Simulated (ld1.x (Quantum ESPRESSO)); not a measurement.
**indium, RRKJ: configuration errors across variants**

| Property | Result |
| --- | --- |
| Element | indium |
| Generator | ld1.x (Quantum ESPRESSO) 7.5 |
| Type | norm-conserving RRKJ (Kleinman–Bylander form) |
| Functional | PBE |
| Relativity | fully relativistic |
| Frozen core | [Kr] 4d10 |
| Valence charge | 3 |
| Reference configuration | 5s2 5p1 |
| Partial waves | 5s (bound): rc 2.35 bohr; 5p (bound): rc 2.95 bohr |
| Local potential | the p channel |
| Core correction | Bessel-smoothed model core, default radius (core density twice the valence density) |
| rho0 | 0.005 |

Open shells are filled in proportion to 2j + 1 (rel_dist='average').

All-electron excitation energies from the reference (eV): (1) 5s2 5p0 5.374; (2) 5s1 5p0 24.609; (3) 5s2 5p0.5 1.945; (4) 5s0 5p3 11.921; (5) 5s1 5p2 5.829; (6) 5s1 5p1 11.953; (7) 5s2 5p1.3 -0.534.

The default core radius of the base comes out at 1.96 bohr.

Tests that are not counted but printed errors over 1 eV. “local potential all-electron potential smoothed inside 1.95 bohr (lloc = -1)”: 5s1 5p0 (solver errors, printed error -1.6 eV). “wave 5p (bound): rc 2.95 bohr becomes 5p (bound): rc 3.72 bohr”: 5s1 5p0 (solver errors, printed error -3.6 eV).

2 further variants failed, have other tests or another functional or relativity, and are left out.

A true bound ghost makes a file unfit for plane-wave use even where its test errors are small: the radial tests pick states by their node count and pass the ghost by. Where a test does run into it, the solver fails or the error is huge.

Errors AE − PS in meV (a dash: test not solved or not reliable):

| change | (1) | (2) | (3) | (4) | (5) | (6) | (7) | bound ghosts |
| --- | --- | --- | --- | --- | --- | --- | --- | --- |
| base | -5.2 | -177 | +1.5 | -82 | -23 | -49 | -2.1 | none |
| type ultrasoft; waves now 5s (bound): rcut 2.05, rcutus 2.35 bohr; 5s channel at 0.5 Ry: rcut 2.05, rcutus 2.35 bohr; 5p (bound): rcut 2.55, rcutus 2.95 bohr; 5p channel at 3.2 Ry: rcut 2.55, rcutus 2.95 bohr; local potential all-electron potential smoothed inside 1.85 bohr (lloc = -1); augmentation built from norm-conserving waves at rcut, not smoothed further; rho0 0 | -15 | -211 | -2.3 | -95 | -23 | -64 | -0.3 | not determined |
| wave 5p (bound): rc 2.95 bohr becomes 5p (bound): rc 1.98 bohr | +0.4 | -198 | +4.9 | -98 | -33 | -58 | -3.7 | s |
| local potential all-electron potential smoothed inside 1.95 bohr (lloc = -1) | +1.3 | – | +0.1 | -91 | -5.2 | +7.9 | 0.0 | s |
| all radii but the core radius scaled by about 0.91 (s 2.14, p 2.68 bohr) | -6.4 | -188 | +1.3 | -89 | -25 | -54 | -2.1 | none |
| wave 5p (bound): rc 2.95 bohr becomes 5p (bound): rc 3.72 bohr | -43 | – | -4.6 | -35 | -26 | -88 | -2.6 | s |

Problem. Give the same row for: core correction Bessel-smoothed model core inside 2.06 bohr.

Solution. -5.1, -175, +1.5, -80, -22, -48, -2.1; bound ghosts: none.
